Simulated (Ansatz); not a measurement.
Mulliken charges of `C[O][W](=[O])(=[O])[F]` from r2SCAN/def2-TZVPP in Ansatz (PBE0-D4/def2-TZVP geometry).

| atom | x (Å) | y (Å) | z (Å) | charge (e) |
| --- | --- | --- | --- | --- |
| C1 | 0.112 | -1.317 | 0.895 | 0.020 |
| O2 | -0.452 | -0.125 | 0.396 | -0.418 |
| W3 | -0.168 | 1.241 | -0.812 | 1.330 |
| O4 | -1.041 | 0.918 | -2.238 | -0.427 |
| O5 | 1.482 | 1.270 | -1.224 | -0.420 |
| F6 | -0.684 | 2.884 | -0.102 | -0.326 |
| H7 | -0.171 | -1.416 | 1.944 | 0.077 |
| H8 | -0.279 | -2.166 | 0.332 | 0.082 |
| H9 | 1.201 | -1.289 | 0.811 | 0.082 |

Task: By hand: the dipole of these point charges (1 e Å = 4.8032 D).

Result: Σ q r = (0.075, -0.581, 0.519) e Å, of length 0.783 e Å = 3.76 D.

Task: How does the dipole of the full density compare? (An estimate is asked.)

Result: The calculation gave: (-0.018, -0.510, 0.673) e Å, 4.06 D; the point charges give 0.93 times that, at 13° from its direction.

Point charges leave out the atoms' own dipoles, such as those of lone pairs, and Mulliken's split depends on the basis, so the close match here is no proof of good charges.
